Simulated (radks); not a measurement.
Charge is removed step by step from the 5s down level of Hf2+, starting from [Kr] 4d10 4f14 5s(up 1, down 1) 5p6 5d2. Method: scalar-relativistic Kohn-Sham, PBEsol, spin-polarised, spherical densities, point nucleus; open shells are filled with parallel spins first (spin-orbit coupling, left out, can overturn this in heavy ions); computed with a radial shooting solver on a logarithmic mesh with Libxc functionals.

removed (e)  E - E(0) (eV)  eigenvalue (eV)  E minus straight line (eV)
0                    0.000          -81.659                       0.000
0.25                20.850          -85.271                      -1.394
0.5                 42.615          -88.978                      -1.872
0.75                65.317          -92.767                      -1.414
1                   88.975          -96.629                       0.000

Removing the whole electron costs 88.975 eV by Delta-SCF, against 81.659 eV from minus the eigenvalue at the starting occupation. Slater's transition state (half an electron removed) gives 88.978 eV. Integrating minus the eigenvalue over the occupation (Janak's theorem) gives 89.033 eV. In this scalar-relativistic scheme the density is built from large components alone, so the theorem holds only approximately. The mean slope of the eigenvalue, de/dn, is 15.0 eV per electron.
